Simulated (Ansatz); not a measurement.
Calculated with Ansatz (gas phase, PBE0-D4/def2-TZVP geometries, no zero-point term in ΔE). CCSD(T)/CBS is the MP2 limit (def2-TZVPP, def2-QZVPP) plus CCSD(T) − MP2 in def2-TZVPP, frozen cores. Functionals use def2-TZVPP. One conformer a species, not always the lowest.

Consider the formal exchange of groups at the Si–C bond: `C#C[SiH2]CCl` + `C=C(C)C(N)=O` → `NC(=O)[SiH2]CCl` + `C#CC(=C)C`.

```json
{"level": "B2PLYP", "ΔE (kJ/mol)": "44.1"}
{"level": "HF/def2-TZVPP", "ΔE (kJ/mol)": "56.3"}
{"level": "MP2/def2-TZVPP", "ΔE (kJ/mol)": "51.6"}
{"level": "CCSD/CBS(def2)", "ΔE (kJ/mol)": "51.2"}
```

Task: What does CCSD(T)/CBS give? (Best estimate.)

Result: The calculation gave: +49.6 kJ/mol. The listed levels differ from it by -5.5, 6.7, 2.0, 1.6 kJ/mol.

Largest T1 diagnostic among the species: 0.014.

From PBE to PBE0 (25 % exact exchange), in def2-TZVPP and without D4, ΔE moves by +8.4 kJ/mol. In def2-TZVPP, CCSD(T) changes the Hartree–Fock value by −5.2 kJ/mol (the triples alone add −1.6 kJ/mol) and MP2 by −4.8 kJ/mol.
